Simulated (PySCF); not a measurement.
## Computed spin Hamiltonian

C₅H₁₁O₂ (doublet state).
Cartesian coordinates in Å at the GFN2-xTB level; atoms count from 1:
```xyz
18
C5H11O2 angstrom
C      2.5686    0.5303   -0.7738
O      1.8799    1.0275    0.2967
C      1.3376    0.0684    1.1642
O      0.3589   -0.7311    0.6001
C     -0.9372   -0.1468    0.4634
C     -1.9060   -1.3023    0.2375
C     -1.0007    0.8628   -0.6812
H      2.4801   -0.5143   -1.0069
H      2.7875    1.2645   -1.5228
H      2.1258   -0.6239    1.4983
H      0.9498    0.6419    2.0209
H     -1.1851    0.3634    1.4098
H     -1.8305   -2.0156    1.0536
H     -2.9247   -0.9297    0.1810
H     -1.6586   -1.8107   -0.6903
H     -0.7143    0.3809   -1.6132
H     -0.3262    1.6954   -0.4980
H     -2.0135    1.2457   -0.7759
```

The hyperfine couplings belong to this conformer and change with its torsions.

The species is `[CH2]OCOC(C)C` [radical].

Computed, not measured: UKS B3LYP, pcH-1 on C H O, non-relativistic, mean-field spin-orbit, GIAO (PySCF). Isolated species at its GFN2-xTB geometry (one conformer only). Couplings are sensitive to structure, and on GFN2-xTB geometries they can be far from those on DFT ones. Stability of the SCF solution: not tested.

```json
{
  "g1, g2, g3": "2.00221, 2.00347, 2.00430",
  "g_iso": "2.00333",
  "Form of g": "rhombic: the two nearest values differ by 40 % of g3 − g1",
  "⟨S²⟩": "0.7533 (exact 0.7500)",
  "Basis functions": "285"
}
```

Isotropic coupling and dipolar principal values T1 to T3, in mT; ρ(0) is the spin density at the nucleus (MHz turned into mT with g_iso):

```json
{"atom": "C1", "isotope": "13C", "a_iso": "4.79", "T1": "-2.73", "T2": "-2.68", "T3": "5.42", "Mulliken spin population": "0.95", "ρ(0) (bohr⁻³)": "0.1194"}
{"atom": "O2", "isotope": "17O", "a_iso": "-0.88", "T1": "-2.27", "T2": "1.08", "T3": "1.18", "Mulliken spin population": "0.11", "ρ(0) (bohr⁻³)": "0.0406"}
{"atom": "C3", "isotope": "13C", "a_iso": "-0.16", "T1": "-0.05", "T2": "-0.03", "T3": "0.08", "Mulliken spin population": "-0.01", "ρ(0) (bohr⁻³)": "-0.0040"}
{"atom": "O4", "isotope": "17O", "a_iso": "-0.02", "T1": "-0.11", "T2": "0.05", "T3": "0.07", "Mulliken spin population": "0.01", "ρ(0) (bohr⁻³)": "0.0011"}
{"atom": "C5", "isotope": "13C", "a_iso": "0.00", "T1": "-0.01", "T2": "-0.01", "T3": "0.03", "Mulliken spin population": "0.00", "ρ(0) (bohr⁻³)": "0.0000"}
{"atom": "C6", "isotope": "13C", "a_iso": "0.01", "T1": "-0.01", "T2": "-0.01", "T3": "0.01", "Mulliken spin population": "0.00", "ρ(0) (bohr⁻³)": "0.0002"}
{"atom": "C7", "isotope": "13C", "a_iso": "-0.01", "T1": "-0.02", "T2": "0.00", "T3": "0.02", "Mulliken spin population": "0.00", "ρ(0) (bohr⁻³)": "-0.0003"}
{"atom": "H8", "isotope": "1H", "a_iso": "-1.50", "T1": "-1.28", "T2": "-0.03", "T3": "1.31", "Mulliken spin population": "-0.04", "ρ(0) (bohr⁻³)": "-0.0094"}
{"atom": "H9", "isotope": "1H", "a_iso": "-1.67", "T1": "-1.28", "T2": "-0.04", "T3": "1.32", "Mulliken spin population": "-0.04", "ρ(0) (bohr⁻³)": "-0.0105"}
{"atom": "H10", "isotope": "1H", "a_iso": "0.33", "T1": "-0.15", "T2": "-0.13", "T3": "0.28", "Mulliken spin population": "0.02", "ρ(0) (bohr⁻³)": "0.0021"}
{"atom": "H11", "isotope": "1H", "a_iso": "-0.09", "T1": "-0.13", "T2": "-0.09", "T3": "0.22", "Mulliken spin population": "0.00", "ρ(0) (bohr⁻³)": "-0.0006"}
{"atom": "H12", "isotope": "1H", "a_iso": "0.01", "T1": "-0.04", "T2": "-0.04", "T3": "0.08", "Mulliken spin population": "0.00", "ρ(0) (bohr⁻³)": "0.0001"}
{"atom": "H13", "isotope": "1H", "a_iso": "0.00", "T1": "-0.02", "T2": "-0.02", "T3": "0.04", "Mulliken spin population": "0.00", "ρ(0) (bohr⁻³)": "0.0000"}
{"atom": "H14", "isotope": "1H", "a_iso": "0.01", "T1": "-0.02", "T2": "-0.01", "T3": "0.03", "Mulliken spin population": "0.00", "ρ(0) (bohr⁻³)": "0.0000"}
{"atom": "H15", "isotope": "1H", "a_iso": "0.00", "T1": "-0.02", "T2": "-0.02", "T3": "0.05", "Mulliken spin population": "0.00", "ρ(0) (bohr⁻³)": "0.0000"}
{"atom": "H16", "isotope": "1H", "a_iso": "0.03", "T1": "-0.08", "T2": "-0.06", "T3": "0.14", "Mulliken spin population": "0.00", "ρ(0) (bohr⁻³)": "0.0002"}
{"atom": "H17", "isotope": "1H", "a_iso": "-0.01", "T1": "-0.10", "T2": "-0.08", "T3": "0.18", "Mulliken spin population": "0.00", "ρ(0) (bohr⁻³)": "0.0000"}
{"atom": "H18", "isotope": "1H", "a_iso": "-0.02", "T1": "-0.03", "T2": "-0.03", "T3": "0.06", "Mulliken spin population": "0.00", "ρ(0) (bohr⁻³)": "-0.0001"}
```

Largest spin populations (Mulliken): C1 (+0.95) and O2 (+0.11). C1 is the only atom above +0.15. The angles at C1 add up to 354.6°, so it is nearly planar; its axial dipolar tensor and the negative couplings of its protons fit spin in a p orbital normal to that plane.

Axes: g2 points within 12° of the C1–O2 bond and g3 points within 15° of the O2–C3 bond.

Under fast tumbling the dipolar parts average out, and these isotropic splittings remain: 2 × 1H (H8/H9, I = 1/2, 3 lines) with 1.59 mT and 2 × 1H (H10/H11, I = 1/2, 3 lines) with 0.12 mT.

Means are taken over nuclei equivalent by connectivity, which assumes that they swap fast. The 1H value of +3.4 MHz is a mean of couplings from -2.5 to 9.3 MHz in this one geometry, not an average over conformers.

The 17O coupling of O2 (-24.6 MHz) shows only in satellite lines or after enrichment, since that isotope makes up about 0.038 % of natural oxygen.

The 13C coupling of C1 (134.2 MHz) shows only in satellite lines or after enrichment, since that isotope makes up about 1.07 % of natural carbon.
